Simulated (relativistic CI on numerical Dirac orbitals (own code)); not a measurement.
**Line list: Forbidden lines, Re⁵⁷⁺**

These numbers are calculated, not measured: Dirac-Coulomb-Breit CI, separate exchange-only KLI orbitals for each configuration, a model potential for QED, unscaled Slater integrals (own radial code, finite nucleus).

Configuration list (outside the closed core [Ne]): 3s2 3p6, 3s2 3p5 3d, 3s 3p6 3d, 3s2 3p5 4s, 3s2 3p5 4p, 3s2 3p5 4d, 3s 3p6 4s, 3p6 3d 4p, 3p6 3d2, 3p5 3d3, 3p5 3d2 4s, 3p5 3d2 4p, 3p5 3d2 4d, 3p6 3d 4s, 3p5 3d 4s2, 3p5 3d 4s 4p, 3p5 3d 4s 4d. Double excitations out of closed p, d and f shells are left out; levels of such configurations are missing from the list, as are those of other unlisted configurations, and high levels can miss mixing partners.

| λ vac (Å) | Lower | Upper | Type | A (s⁻¹) | E lower (10³ cm⁻¹) | E upper (10³ cm⁻¹) |
| --- | --- | --- | --- | --- | --- | --- |
| 5.5146 | 3s2 3p5 3d 3D°_2 [5] | 3s2 3p5 4s 3P°_2 [123] | E2 | 1.02e+10 | 2109.1 | 20242.7 |
| 5.6959 | 3s2 3p5 3d 3F°_4 [6] | 3s2 3p5 4s 3P°_2 [123] | E2 | 2.45e+10 | 2686.3 | 20242.7 |
| 5.7415 | 3s2 3p5 3d 3D°_3 [8] | 3s2 3p5 4s 3P°_2 [123] | E2 | 1.04e+10 | 2825.6 | 20242.7 |
| 12.804 | 3s 3p6 3d 1D_2 [17] | 3p6 3d2 1S_0 [26] | E2 | 1.41e+09 | 7612.6 | 15422.9 |
| 12.929 | 3s 3p6 3d 3D_1 [14] | 3p6 3d2 3P_1 [23] | E2 | 6.05e+08 | 6825.7 | 14560.3 |
| 12.999 | 3s 3p6 3d 3D_1 [14] | 3p6 3d2 3P_2 [21] | E2 | 4.02e+08 | 6825.7 | 14518.6 |
| 13.050 | 3s 3p6 3d 3D_2 [15] | 3p6 3d2 1G_4 [22] | E2 | 5.20e+08 | 6881.0 | 14543.5 |
| 13.090 | 3s 3p6 3d 3D_3 [16] | 3p6 3d2 3F_4 [24] | E2 | 7.42e+08 | 7497.0 | 15136.3 |
| 13.158 | 3s 3p6 3d 3D_1 [14] | 3p6 3d2 3F_3 [20] | E2 | 2.46e+08 | 6825.7 | 14425.6 |
| 13.159 | 3s 3p6 3d 1D_2 [17] | 3p6 3d2 1D_2 [25] | E2 | 9.81e+08 | 7612.6 | 15211.8 |
| 13.254 | 3s 3p6 3d 3D_2 [15] | 3p6 3d2 3F_3 [20] | E2 | 4.20e+08 | 6881.0 | 14425.6 |
| 13.291 | 3s 3p6 3d 1D_2 [17] | 3p6 3d2 3F_4 [24] | E2 | 4.76e+08 | 7612.6 | 15136.3 |
| 14.191 | 3s 3p6 3d 3D_3 [16] | 3p6 3d2 1G_4 [22] | E2 | 2.01e+08 | 7497.0 | 14543.5 |
| 14.365 | 3s 3p6 3d 3D_1 [14] | 3p6 3d2 3F_2 [18] | E2 | 2.60e+08 | 6825.7 | 13786.9 |
| 14.428 | 3s 3p6 3d 1D_2 [17] | 3p6 3d2 1G_4 [22] | E2 | 2.48e+08 | 7612.6 | 14543.5 |
| 14.433 | 3s 3p6 3d 3D_3 [16] | 3p6 3d2 3F_3 [20] | E2 | 2.21e+08 | 7497.0 | 14425.6 |
| 14.480 | 3s 3p6 3d 3D_2 [15] | 3p6 3d2 3F_2 [18] | E2 | 4.81e+08 | 6881.0 | 13786.9 |
| 32.801 | 3s2 3p5 3d 3F°_4 [6] | 3s2 3p5 3d 3F°_3 [13] | M1 | 3.03e+08 | 2686.3 | 5735.0 |
| 33.767 | 3s2 3p5 3d 1D°_2 [7] | 3s2 3p5 3d 3P°_2 [12] | M1 | 1.77e+08 | 2731.7 | 5693.2 |
| 34.069 | 3s2 3p5 3d 3F°_3 [4] | 3s2 3p5 3d 3F°_2 [10] | M1 | 3.11e+08 | 2074.1 | 5009.3 |

Terms are leading LS components. Brackets give the number of a level in order of energy, since labels repeat. The list gives strong lines, with weight on those to low levels, among the lowest 200 of 1246 levels, so that lines to higher ones, which can be the strongest, are missing. Levels whose partners in the same complex of configurations lie outside the list can be far off, and so can their lines. Rates are taken at the computed energies, electric ones in the length gauge.

At this charge energies of transitions that change n are usually good to better than 1 %, and those within a shell (Δn = 0) to a few per cent.

LS names give the leading component of a level, which can be under half, so a name can repeat, a term be missing and a line seem to break the LS rules.
